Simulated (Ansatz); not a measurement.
Task: Name a neutral molecule of B, Ga and H with ideal-gas entropy at 298 K and 1 bar (rigid rotor, harmonic PBE0-D4/def2-TZVP) between 259 and 275 J/(mol·K) and HOMO–LUMO gap (PBE0/def2-TZVPP) between 5.15 and 5.45 eV (Ansatz, PBE0-D4/def2-TZVP geometry).

Result: `[BH2][GaH2]` (269 J/(mol·K), 5.38 eV). Other molecules can fit too; these were computed, each in one conformer that needn't be the lowest.
